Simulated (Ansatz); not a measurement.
A nudged elastic band was laid between two geometries of Cl₃H₂InS (7 atoms, charge 0, multiplicity 1).

All numbers below come from Ansatz 0.2.0, RKS PBE0-D4/def2-SVP.

```json
{"movable images": "7", "climbing image": "yes", "spring": "5.0 eV/Å²", "optimiser": "quadratic models (default)", "start path": "through a guess of the saddle point", "force threshold": "0.03 eV/Å", "iteration limit": "60", "end points": "relaxed"}
```

First end point:

```xyz
7
Properties=species:S:1:pos:R:3
In 0.112 -0.093 0.108
Cl -0.040 0.529 2.371
Cl 2.063 0.395 -1.076
Cl -1.922 -0.326 -1.044
S 0.305 -2.766 0.713
H -0.999 -2.913 0.380
H 0.023 -2.446 1.999
```

Last end point:

```xyz
7
Properties=species:S:1:pos:R:3
In 0.122 -0.646 -0.300
Cl -0.040 -0.095 2.467
Cl 2.026 0.547 -0.912
Cl -1.980 0.036 -1.056
S 0.328 -2.918 0.543
H -0.999 -3.142 0.403
H 0.086 -1.403 2.308
```

What changes between the two ends?

Bonds broken: S5–H7. Bonds formed: Cl2–H7.

Give the energies along the band, and the barrier.

The forces met the threshold. The highest image is number 6 of 0 to 8, 56.1 kJ/mol above the first end and 5.4 kJ/mol above the last; the last end lies 50.7 kJ/mol above the first. A vibrational analysis at the climbing image gives one clearly imaginary mode, 326i cm⁻¹: a first-order saddle point. The orbitals stay closed-shell, which can raise the energy where a bond breaks towards radicals; this wasn't checked here.

```csv
image,path coordinate (Å),energy (kJ/mol),S5–H7 (Å),Cl2–H7 (Å)
0,0.00,0.0,1.35,3.00
1,0.25,0.4,1.36,2.84
2,0.50,2.4,1.36,2.58
3,0.75,8.1,1.37,2.29
4,1.00,21.6,1.41,2.01
5,1.25,44.7,1.55,1.72
6,1.51,56.1,1.80,1.48
7,1.77,52.4,2.09,1.36
8,2.03,50.7,2.34,1.32
```

What is the geometry of the highest image?


```xyz
7
Properties=species:S:1:pos:R:3
In 0.103 -0.493 -0.205
Cl -0.053 -0.185 2.407
Cl 2.054 0.541 -0.940
Cl -1.996 -0.012 -1.099
S 0.322 -2.822 0.702
H -1.007 -3.052 0.584
H 0.120 -1.598 2.004
```

What are the harmonic wavenumbers there?

326i, 67, 76, 87, 107, 198, 326, 345, 367, 400, 608, 618, 917, 1239, 2702 cm⁻¹.

Run time: 2.7 min on 4 threads of Arm Neoverse V1, on a shared host, peak memory 0.32 GiB.
